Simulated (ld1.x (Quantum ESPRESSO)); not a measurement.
Configuration tests for europium (Eu) (RRKJ)

europium, norm-conserving RRKJ (Kleinman–Bylander form), made with ld1.x (Quantum ESPRESSO) 7.5 (Wu–Cohen, fully relativistic). Core [Kr] 4d10 4f7, reference 5s2 5p6 5d0.5 6s1.5 6p0. Waves: 5s (bound): rc 2.30 bohr; 5p (bound): rc 2.00 bohr; 5d (bound): rc 3.75 bohr. Local part: all-electron potential smoothed inside 3.25 bohr (lloc = -1). Core correction: Bessel-smoothed model core inside 1.70 bohr.

Open shells are filled in proportion to 2j + 1 (rel_dist='average').

Occupied shells without a wave of their own: 6s. They enter only through the test configuration that unscreens the potential, and ld1.x also counts them in the model core charge.

Energies are relative to the spin-unpolarised reference configuration 5s2 5p6 5d0.5 6s1.5 6p0; without spin polarisation the order of configurations can differ from experiment.

ld1.x takes every shell without a wave as core, so the model core holds the 6s electrons as well and exchange and correlation see them twice. This cancels in the reference configuration, but the file is broken for other ones, and its errors say nothing about a proper core correction.

```
valence configuration  charge  ΔE all-electron (eV)  error AE − PS (meV)
  5s2 5p6 5d0 6s2 6p0       0                -1.061                  -25
  5s2 5p6 5d0 6s1 6p0      +1                 4.959                 -119
  5s2 5p6 5d0 6s0 6p0      +2                16.028                 -700
  5s2 5p5 5d0 6s2 6p0      +1                27.922                 -382
  5s2 5p6 5d1 6s1 6p0       0                 1.103                  +16
  5s2 5p6 5d0 6s1 6p1       0                 1.456                 -104
  5s2 5p6 5d1 6s0 6p0      +1                 6.453                 -247
```

Levels in the configuration 5s2 5p6 5d0 6s0 6p0:

```
   level  all-electron (eV)  pseudo (eV)
5s j=1/2            -58.194      -58.911
5p j=1/2            -39.990      -40.600
5p j=3/2            -36.139      -36.711
```
